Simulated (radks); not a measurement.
Question: The mean radii <r> (bohr) of the occupied orbitals of an atom or ion are listed with their occupations. All-electron calculation, scalar-relativistic Kohn-Sham, LB94 model potential, spin-polarised, spherical densities, finite nucleus; Fermi nuclear charge, rms radius of each element as measured or else 0.836 A^(1/3) + 0.57 fm. Program: a radial shooting solver on a logarithmic mesh with Libxc functionals.

orbital  occ.      <r>
1s down     1  0.02955
1s up       1  0.02956
2s up       1   0.1217
2s down     1   0.1219
2p up       1   0.1046

Name the element and its charge. Open shells, if any, are filled with parallel spins first.

Answer: Z = 49, indium, charge +44: In44+ in [He] 2s2 2p1. The 1s radius gives Z: for a bare nucleus <r> = (2 gamma + 1)/(2Z) with gamma = sqrt(1 - (Z/c)^2), 0.02926 bohr for Z = 49, and screening makes it slightly larger (0.02955 here). The occupations add up to 5, and the charge is Z minus that.
